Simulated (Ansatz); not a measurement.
Relaxation of C$_{2}$H$_{6}$OSSi (11 atoms, charge 0, multiplicity 1), to a largest force component of 0.02 eV/Å in at most 50 steps.

Computed with Ansatz 0.2.0, UKS PBE/6-31G*.

```xyz
11
Properties=species:S:1:pos:R:3:forces:R:3
S -0.203 2.192 0.301 -0.70 0.14 0.24
C -0.468 0.627 -0.556 -0.84 1.70 -1.79
O -1.214 -0.323 0.242 0.24 -0.39 1.77
C 0.000 -1.058 0.800 0.81 -2.39 1.99
Si 1.030 -0.505 -0.599 0.90 -0.43 2.36
H -1.548 2.463 0.555 0.68 0.01 -0.30
H -0.912 0.735 -1.531 -1.17 0.52 -0.71
H -1.979 -0.885 0.521 -0.21 0.85 -1.12
H 0.190 -0.707 1.851 -0.17 -0.03 -0.80
H 1.103 -1.429 -1.721 0.23 -0.24 -1.08
H 2.332 0.071 -0.143 0.26 0.26 -0.56
```

Problem. Where does it end, and by what steps?

Solution. The forces met the threshold. After 14 steps the energy has fallen by 1.967 eV; H9 moved furthest, 1.11 Å.

```json
{"step": "0", "energy less start (eV)": "0.0000", "largest force component (eV/Å)": "2.386", "accepted": "yes"}
{"step": "1", "energy less start (eV)": "-0.9881", "largest force component (eV/Å)": "1.880", "accepted": "yes"}
{"step": "2", "energy less start (eV)": "-1.4357", "largest force component (eV/Å)": "1.583", "accepted": "yes"}
{"step": "3", "energy less start (eV)": "-1.6695", "largest force component (eV/Å)": "2.493", "accepted": "yes"}
{"step": "4", "energy less start (eV)": "-1.8807", "largest force component (eV/Å)": "0.536", "accepted": "yes"}
{"step": "5", "energy less start (eV)": "-1.9221", "largest force component (eV/Å)": "0.471", "accepted": "yes"}
{"step": "6", "energy less start (eV)": "-1.9428", "largest force component (eV/Å)": "0.486", "accepted": "yes"}
{"step": "7", "energy less start (eV)": "-1.9553", "largest force component (eV/Å)": "0.210", "accepted": "yes"}
{"step": "8", "energy less start (eV)": "-1.9481", "largest force component (eV/Å)": "0.289", "accepted": "no"}
{"step": "9", "energy less start (eV)": "-1.9610", "largest force component (eV/Å)": "0.082", "accepted": "yes"}
{"step": "10", "energy less start (eV)": "-1.9637", "largest force component (eV/Å)": "0.059", "accepted": "yes"}
{"step": "11", "energy less start (eV)": "-1.9658", "largest force component (eV/Å)": "0.049", "accepted": "yes"}
{"step": "12", "energy less start (eV)": "-1.9665", "largest force component (eV/Å)": "0.103", "accepted": "yes"}
{"step": "13", "energy less start (eV)": "-1.9668", "largest force component (eV/Å)": "0.054", "accepted": "yes"}
{"step": "14", "energy less start (eV)": "-1.9669", "largest force component (eV/Å)": "0.010", "accepted": "yes"}
```

```xyz
11
Properties=species:S:1:pos:R:3
S -0.240 2.372 -0.075
C -0.499 0.641 -0.391
O -1.011 -0.108 0.871
C -0.100 -1.535 0.615
Si 1.066 -0.516 -0.425
H -1.524 2.817 -0.226
H -1.239 0.460 -1.184
H -1.924 -0.429 0.694
H 0.157 -1.796 1.659
H 1.398 -1.093 -1.772
H 2.245 0.368 -0.048
```

Whether the end is a true minimum wasn't checked by a vibrational analysis.

The run took 40 s on 2 threads of Intel(R) Xeon(R) Platinum 8488C (Sapphire Rapids), with other jobs on the host, peak memory 0.22 GiB.
